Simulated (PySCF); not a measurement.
C2H6GaI, SMILES [CH3][Ga]([CH3])[I].

The structure is a stationary point at PBE0-D3(BJ)/def2-SVP. The structure was generated by enumeration; whether it is a known compound was not checked. The def2 effective core potentials stand for the cores of I; spin–orbit coupling is left out.

These are TDDFT-CAM-B3LYP/def2-SVPD (PySCF 2.14.0) values and carry that method's errors.

Vertical excitations.  State labels are in the subgroup Cs.

```tsv
state	symmetry	energy (eV)	λ (nm)	f	main pairs
S1	A"	4.86	255	0.000	HOMO→LUMO 96 %
S2	A'	5.53	224	0.042	HOMO−1→LUMO 93 %
S3	A"	5.74	216	0.080	HOMO→LUMO+1 72 %, HOMO→LUMO+2 21 %
S4	A'	5.80	214	0.000	HOMO−2→LUMO 97 %
S5	A'	5.98	207	0.046	HOMO−1→LUMO+1 68 %, HOMO−1→LUMO+2 23 %
S6	A"	6.00	207	0.000	HOMO−3→LUMO 96 %
S7	A"	6.61	187	0.043	HOMO→LUMO+2 54 %, HOMO→LUMO+1 23 %, HOMO→LUMO+5 11 %
S8	A'	6.99	177	0.042	HOMO−1→LUMO+2 46 %, HOMO−1→LUMO+1 26 %, HOMO−1→LUMO+5 20 %
S9	A'	7.06	176	0.340	HOMO−2→LUMO+1 90 %
S10	A"	7.18	173	0.010	HOMO→LUMO+5 45 %, HOMO−3→LUMO+1 42 %
T1	A"	4.73	262	0	HOMO→LUMO 93 %
T2	A'	4.99	249	0	HOMO−1→LUMO 96 %
T3	A"	5.34	232	0	HOMO→LUMO+1 61 %, HOMO→LUMO+2 25 %, HOMO→LUMO+5 10 %
T4	A'	5.46	227	0	HOMO−2→LUMO 78 %
```
Triplets are in the Tamm–Dancoff approximation, which puts them higher than full response would, so one can lie above its singlet here.
